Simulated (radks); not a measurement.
Values are calculated unless marked as measured or tabulated.
Co, 27 electrons, occupied as [Ar] 3d7 4s2 (the NIST ground configuration). Code: a radial shooting solver on a logarithmic mesh with Libxc functionals. Model: Dirac Kohn-Sham, PBE, spin-unpolarised, spherical densities, point nucleus; open shells fill j = l - 1/2 first.

Normalised radial functions P(r) = r R(r) (large component), r in bohr:

| r | 2p3/2 | 3p1/2 | 3d5/2 |
|---|---|---|---|
| 0.004802 | 0.0130 | 0.0062 | 0.0000 |
| 0.007222 | 0.0283 | 0.0127 | 0.0001 |
| 0.01086 | 0.0607 | 0.0259 | 0.0002 |
| 0.01633 | 0.1271 | 0.0523 | 0.0007 |
| 0.02456 | 0.2569 | 0.1028 | 0.0022 |
| 0.03693 | 0.4926 | 0.1924 | 0.0067 |
| 0.05554 | 0.8749 | 0.3328 | 0.0196 |
| 0.08352 | 1.3903 | 0.5072 | 0.0533 |
| 0.1256 | 1.8838 | 0.6259 | 0.1321 |
| 0.1904 | 2.0299 | 0.4985 | 0.2927 |
| 0.2863 | 1.5730 | -0.0283 | 0.5403 |
| 0.4306 | 0.7697 | -0.7800 | 0.8104 |
| 0.6475 | 0.1976 | -1.1949 | 0.9502 |
| 0.9737 | 0.0203 | -0.9422 | 0.8479 |
| 1.464 | 0.0006 | -0.4151 | 0.5849 |
| 2.202 | 0.0000 | -0.0944 | 0.3161 |
| 3.311 | 0.0000 | -0.0089 | 0.1276 |
| 4.979 | 0.0000 | -0.0002 | 0.0333 |
| 7.488 | 0.0000 | 0.0000 | 0.0046 |

2p3/2: eigenvalue -764.71 eV, 0 radial nodes, <r> = 0.226 bohr, 90 % of the charge inside 0.370 bohr. 3p1/2: eigenvalue -66.833 eV, 1 radial node at r = 0.282 bohr, <r> = 0.810 bohr, 90 % of the charge inside 1.25 bohr. 3d5/2: eigenvalue -8.102 eV, 0 radial nodes, <r> = 1.07 bohr, 90 % of the charge inside 1.90 bohr.
